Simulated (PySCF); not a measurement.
**Electron correlation in He (helium, neutral)**

1s2, closed-shell 1S. Computed with PySCF 2.14 in def2-TZVP (3s1p, 6 functions), with no relativity, point nucleus. Frozen: nothing; 2 electrons correlated.

Total MP2 correlation energy: -26.71 mhartree.

Same-spin part 0.00 and opposite-spin part -26.71 mhartree; SCS-MP2 scales them by 1/3 and 6/5 to -32.05 mhartree.

With two correlated electrons CCSD is exact within the correlated space (frozen core and kept virtual orbitals).

```
level  correlation energy (mhartree)
 CCSD                         -33.06
```

Diagnostics: T1 = 0.0022, D1 = 0.0031, largest double amplitude 0.056.

Cost of the coupled-cluster step: 0.01 s of wall time on 1 thread of Intel(R) Xeon(R) 6975P-C (shared host), for 2 correlated electrons.
